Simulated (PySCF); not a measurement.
**Electron correlation in Cl⁺ (chlorine, charge +1)**

[Ne] 3s2 3p4, high-spin 3P determinant. Calculation: PySCF 2.14, in jorge-DZP-DKH (7s4p1d, 24 functions); the spin-free X2C one-electron Hamiltonian (Gaussian nucleus). Frozen: [Ne]; 6 electrons correlated.

MP2 pair energies summed by pair of shells (mhartree):

```csv
pair,energy,share (%)
3p-3p,-45.00,48.5
3s-3p,-40.23,43.3
3s-3s,-7.62,8.2
```

Total MP2 correlation energy: -92.85 mhartree.

Same-spin part -22.93 and opposite-spin part -69.92 mhartree; SCS-MP2 scales them by 1/3 and 6/5 to -91.55 mhartree.

| level | correlation energy (mhartree) |
| --- | --- |
| CCSD | -111.81 |
| (T) | -1.18 |
| CCSD(T) | -112.99 |

Diagnostics: T1 = 0.0062, D1 = 0.0208, largest double amplitude 0.052.

Cost of the coupled-cluster step: 0.12 s of wall time on 1 thread of Neoverse-V2 (shared host), for 6 correlated electrons.

Iterations:

```
CC2 = 0
CCSD nocc = (np.int64(4), np.int64(2)), nmo = (19, 19)
frozen orbitals [[0, 1, 2, 3, 4], [0, 1, 2, 3, 4]]
max_cycle = 100
direct = 0
conv_tol = 1e-08
conv_tol_normt = 1e-06
diis_space = 8
diis_start_cycle = 0
Init t2, MP2 energy = -0.0928516717669845
Init E_corr(UCCSD) = -0.0928516717746628
cycle = 1  E_corr(UCCSD) = -0.107595240184043  dE = -0.0147435684  norm(t1,t2) = 0.0351259
cycle = 2  E_corr(UCCSD) = -0.110561010784154  dE = -0.0029657706  norm(t1,t2) = 0.0109806
cycle = 3  E_corr(UCCSD) = -0.11183219442742  dE = -0.00127118364  norm(t1,t2) = 0.0041071
cycle = 4  E_corr(UCCSD) = -0.111806834645259  dE = 2.53597822e-05  norm(t1,t2) = 0.00041505
cycle = 5  E_corr(UCCSD) = -0.111811240898109  dE = -4.40625285e-06  norm(t1,t2) = 0.000101194
cycle = 6  E_corr(UCCSD) = -0.111810592488196  dE = 6.48409914e-07  norm(t1,t2) = 2.21166e-05
cycle = 7  E_corr(UCCSD) = -0.111810762501001  dE = -1.70012806e-07  norm(t1,t2) = 3.68071e-06
cycle = 8  E_corr(UCCSD) = -0.111810703875548  dE = 5.86254529e-08  norm(t1,t2) = 4.65937e-07
cycle = 9  E_corr(UCCSD) = -0.111810711431347  dE = -7.55579847e-09  norm(t1,t2) = 7.66476e-08
UCCSD converged
E(UCCSD) = -460.5628911934865  E_corr = -0.1118107114313467
UCCSD(T) correction = -0.00118272065294165
```
